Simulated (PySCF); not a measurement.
SMILES [Si][SiH3], doublet, B3LYP/def2-SVP optimised geometry. Atoms within 1.6 Å of the plane z = 1.5 Å (x, y, z in Å): Si1 (-1.27, 1.55, 0.00), Si2 (-0.23, -0.61, 0.00), H4 (-0.68, -1.18, 1.32), H5 (1.27, -0.61, 0.00).

Calculation: unrestricted B3LYP/def2-TZVP run with PySCF 2.14.0.

Map of the LUMO amplitude (α orbitals alone; a β orbital can be the lowest empty one) (bohr^(-3/2)) on the plane z = 1.5 Å; orbital energy -3.61 eV, overall sign arbitrary:

```
|=============================|
|=====++++++==================|
|===++++++++++================|
|==++++++++++++===============|
|=+++++*****++++==============|
|+++++***##***+++=============|
|++++**######**++=============|
|+++**##%%%%%#*+++============|
|+++**#%%@@@%#**++============|
|+++**#%@@@@%%#*+++===========|
|+++**#%@@@@%%#*+++===========|
|+++**##%@@@%#**+++===========|
|++++**##%%%##**+++===========|
|++++***#####**++++===========|
|=++++*******++++=============|
|=+++++++++++=================|
|==+++++++==----==============|
|====++====-:.:--=============|
|=========-:  .:--============|
|========--:. .:--============|
|========--::.::--============|
|=========---:---=============|
|=========-------=============|
|===========---===============|
|=============================|
|=============================|
|=============================|
|=============================|
|=============================|
```
Scale: ten equal steps from -0.074 (start of ' ') to 0.086 (end of '@'), in the order ' .:-=+*#%@'; x runs from -4.00 to 4.00, y from -4.00 (bottom) to 4.00 (top).
